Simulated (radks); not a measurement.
Results of a calculation; reference values are marked as such.
Numerical settings for neutral bismuth, [Hg] 6p3. Code: a radial shooting solver on a logarithmic mesh with Libxc functionals. Model: scalar-relativistic Kohn-Sham, r2SCAN, spin-polarised, spherical densities, finite nucleus; open shells are filled with parallel spins first (spin-orbit coupling, left out, can overturn this in heavy ions); meta-GGA in the generalised Kohn-Sham scheme; Fermi nuclear charge, rms radius 5.5211 fm. The defaults (mesh step 0.008 in ln r, mesh end at 40 bohr or more with all orbitals vanishing there, Anderson mixing 0.5 over 9 steps, residual threshold near 1e-9 with the energy settled to 1e-9 hartree or 1e-11 of itself, here a cap of 80 iterations) give E = -21526.875 hartree and 6p at -5.539 eV in 11 iterations. Run on one thread of a shared host, so times are rough (Intel(R) Xeon(R) 6975P-C): 0.23 s of CPU time, 0.23 s wall, 11 iterations on 2440 mesh points. One setting is changed at a time: mesh step in ln r 0.005; mesh step in ln r 0.02; mesh step in ln r 0.003; mesh end (bohr) 400; mesh end (bohr) 3; residual threshold 0.01; residual threshold 1e-13; mixing 1.5; linear mixing, mixing 1; linear mixing, mixing 0.8; mixing history 2; iteration cap 2. Which runs fail to converge, and which converge to a wrong energy?

Answer. Not converged within the cap: linear mixing, mixing 1; iteration cap 2. Settled on a wrong energy, with an occupied level pushed above zero by the early mesh end: mesh end (bohr) 3 (+2.84 hartree). Apart from these: no run marked as converged misses the energy by more than 1 mhartree.
